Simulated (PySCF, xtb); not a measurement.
Al(Cl)(OH)(OSiH3) (AlClH4O2Si), SMILES [O]([Al]([OH])[Cl])[SiH3].

GFN2-xTB in xtb at its own geometry gives an orbital gap of 4.09 eV and a dipole moment of 2.04 D.

Coordinates come from a PBE0-D3(BJ)/def2-SVP optimisation. The structure was generated by enumeration; whether it is a known compound was not checked. One conformer was computed; it need not be the lowest.

Question: What does HF/def2-TZVP run with PySCF give? (The exact figures need the calculation; the answer reports its results.)

Answer: gap 14.45 eV (levels -12.43 and 2.01 eV), dipole 2.26 D.
